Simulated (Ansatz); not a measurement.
The same molecule with X = Mg, Zn, Cd. Ansatz, PBE0-D4/def2-TZVP geometries, multiplicity 1. Each molecule was computed in one conformer, which needn't be the lowest.

Elements past krypton have def2 core potentials. Outer-core shells of Cd, Mg, Zn are correlated without core-valence functions. Scalar relativity is left out up to krypton. Spin–orbit coupling is left out.

```
 X         molecule  vertical ionisation energy (CCSD(T)/def2-TZVPP) / eV  mean X–N bond length / Å  mean X–O bond length / Å  HOMO–LUMO gap (PBE/def2-TZVPP) / eV  HOMO energy (ωB97M-V/def2-TZVPP) / eV  LUMO energy (ωB97M-V/def2-TZVPP) / eV
Mg  `[NH2][Mg][OH]`                                                  8.84                     1.882                     1.770                                 3.34                                  -8.71                                   0.35
Cd  `[NH2][Cd][OH]`                                                  9.32                     2.001                     1.964                                 3.92                                  -9.40                                   0.59
```

(1) Give the row for X = Zn, `[NH2][Zn][OH]`. (Best estimate.)

## Answers

(1) Ansatz gave: 
```tsv
X	molecule	vertical ionisation energy (CCSD(T)/def2-TZVPP) / eV	mean X–N bond length / Å	mean X–O bond length / Å	HOMO–LUMO gap (PBE/def2-TZVPP) / eV	HOMO energy (ωB97M-V/def2-TZVPP) / eV	LUMO energy (ωB97M-V/def2-TZVPP) / eV
Zn	`[NH2][Zn][OH]`	9.53	1.810	1.771	4.24	-9.49	0.81
```

From Mg to Cd the vertical ionisation energy (CCSD(T)/def2-TZVPP) isn't monotonic: highest at Zn, lowest at Mg; the mean X–N bond length isn't monotonic: highest at Cd, lowest at Zn; the mean X–O bond length rises at each step, by 0.194 Å in all; the HOMO–LUMO gap (PBE/def2-TZVPP) isn't monotonic: highest at Zn, lowest at Mg; the HOMO energy (ωB97M-V/def2-TZVPP) isn't monotonic: highest at Mg, lowest at Zn; the LUMO energy (ωB97M-V/def2-TZVPP) isn't monotonic: highest at Zn, lowest at Mg. Bonds lengthen as the atom grows down the group.
